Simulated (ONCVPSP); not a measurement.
**Building the ONCV potential for Ge (PBEsol, fully relativistic).**

Ge, optimised norm-conserving Vanderbilt (ONCV), made with ONCVPSP 4.0.1 (PBEsol, fully relativistic). Core [Ne], reference 3s2 3p6 3d10 4s1.5 4p2.5. Waves: 3s+4s: rc 1.00 bohr, ncon 5, nbas 9, qcut 12.2 1/bohr, 2 projectors; 3p+4p: rc 0.95 bohr, ncon 4, nbas 7, qcut 18.4 1/bohr, 2 projectors; 3d: rc 0.65 bohr, ncon 5, nbas 9, qcut 14.6 1/bohr, 2 projectors, debl 3.5 Ha. Local part: polynomial inside 0.40 bohr (lpopt 5, dvloc0 0 Ha). Core correction: Teter function, fcfact 4, rcfact 1.2.

Open shells are filled in proportion to 2j + 1.

All-electron outer shells of the reference configuration (PBEsol, scalar-relativistic, ld1.x):

| shell | level (eV) | outermost node (bohr) | outermost maximum (bohr) |
| --- | --- | --- | --- |
| 2s | -1371.52 | 0.06 | 0.18 |
| 2p | -1198.96 | – | 0.14 |
| 3s | -169.03 | 0.26 | 0.54 |
| 3p | -116.34 | 0.23 | 0.54 |
| 3d | -30.20 | – | 0.50 |
| 4s | -12.24 | 0.77 | 1.73 |
| 4p | -4.25 | 0.82 | 2.19 |

Results:

```
Cutoffs needed             : 688 Ha and 757 Ha (the cutoffs (Ha) at which the residual kinetic energy of the hardest occupied pseudo-wave falls to 1 and 0.1 mHa per electron)
Ghost test                 : no bound ghost flagged; GHOST(+) flagged for s at 293.1 eV
Largest excitation error   : +1.9 meV (all-electron minus pseudo) for 3s2 3p6 3d10 4s2 4p0, out of 4 test configurations
rms error of d²Exc/dni dnj : 7.95 mHa without and 7.00 mHa with the model core
```

Generation and tests took about 11 s on one core of a shared server CPU.
